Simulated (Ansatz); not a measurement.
`[OH][GeH2][SnH3]` + `C[SeH]` → `C[Se][SnH3]` + `[OH][GeH3]` at 298.15 K and 1 bar (cleavage of the Sn–Ge bond).

Calculated with Ansatz (gas phase, PBE0-D4/def2-TZVP geometries, no zero-point term in ΔE). CCSD(T)/CBS adds triple-zeta CCSD(T) − MP2 to the extrapolated MP2 energy (def2 sets, frozen cores). Elements past krypton have def2 core potentials. For Ge, Se, Sn outer-core shells are correlated without core-valence functions, which leaves a few kJ/mol of doubt a bond. Scalar relativity is left out up to krypton. Each species was taken in one conformer, which may not be the lowest.

```json
{"species": "`[OH][GeH2][SnH3]`", "CCSD(T)/CBS energy (Eh)": "-2368.92338", "H − E (kJ/mol)": "151.6", "S (J/(mol·K))": "363.0"}
{"species": "`C[SeH]`", "CCSD(T)/CBS energy (Eh)": "-2441.15625", "H − E (kJ/mol)": "129.5", "S (J/(mol·K))": "267.5"}
{"species": "`C[Se][SnH3]`", "CCSD(T)/CBS energy (Eh)": "-2656.39593", "H − E (kJ/mol)": "172.4", "S (J/(mol·K))": "356.1"}
{"species": "`[OH][GeH3]`", "CCSD(T)/CBS energy (Eh)": "-2153.69723", "H − E (kJ/mol)": "109.3", "S (J/(mol·K))": "272.0"}
```

H − E and S are ideal-gas, rigid-rotor, harmonic terms from PBE0-D4/def2-TZVP, for one conformer and one mirror image of each species. 1 Eh = 2625.50 kJ/mol, R = 8.31446 J/(mol·K).

Question: By hand: ΔE, ΔH, ΔS and ΔG.

Answer: ΔE = (-2656.39593) + (-2153.69723) − (-2368.92338) − (-2441.15625) = -0.01353 Eh = -35.5 kJ/mol. Δ(H − E) = 172.4 + 109.3 − 151.6 − 129.5 = 0.6, so ΔH = -34.9 kJ/mol. ΔS = 356.1 + 272.0 − 363.0 − 267.5 = -2.4 J/(mol·K). ΔG = -34.9 − 298.15 × (-2.4)/1000 = -34.2 kJ/mol.

Question: By hand: the equilibrium constant, and the temperature at which ΔG would vanish if ΔH and ΔS stayed fixed.

Answer: log₁₀ K = −ΔG/(RT ln 10) = 6.0. ΔG = 0 at ΔH/ΔS = 14542 K, far beyond where these terms or the molecules hold.

The number of gas molecules stays the same, so ΔS is small and ΔH decides. A doubt of 5 kJ/mol in ΔE shifts log₁₀ K by 0.9 here. Other conformers and mirror images would add mixing entropy, several J/(mol·K) or more a flexible species. Modes under 60 cm⁻¹, often nearly free rotors, make the harmonic entropy too high. These are equilibria of isolated gas molecules and say nothing of rates. Largest T1 diagnostic: 0.013 (customary marks: 0.02 for closed shells, 0.045 for open ones).
